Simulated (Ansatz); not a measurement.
System: CHF (charge 0, singlet). SMILES: [CH]F
Structure (B3LYP-D3(BJ)/def2-TZVP (Ansatz, an electronic-structure program) minimum search):
```xyz
3

C     -0.5669     0.4516    -0.0174
F      0.5297    -0.2636     0.0165
H     -1.3661    -0.3376    -0.0445
```
Charge 0, spin multiplicity 1.

Parts of the frozen-core correlation energy in cc-pVDZ (Ansatz, hartree). Frozen orbitals: 2; correlated occupied orbitals by spin: 6 and 6; virtual: 25 and 25. No spin-orbit coupling. No relativistic terms. The restricted reference is unstable.

```csv
term,value
reference (HF),-137.76509
MP2 opposite-spin,…
MP2 same-spin,…
CCSD correlation,-0.31935
(T),…
CCSDT minus CCSD(T),-0.00078
CCSDT(Q) minus CCSD(T),-0.00147
T1 diagnostic,0.019
largest doubles amplitude,0.095
```

Task: Some entries are withheld; supply them.

Result: 
- MP2 opposite-spin, value: -0.22446
- MP2 same-spin, value: -0.07320
- (T), value: -0.00768
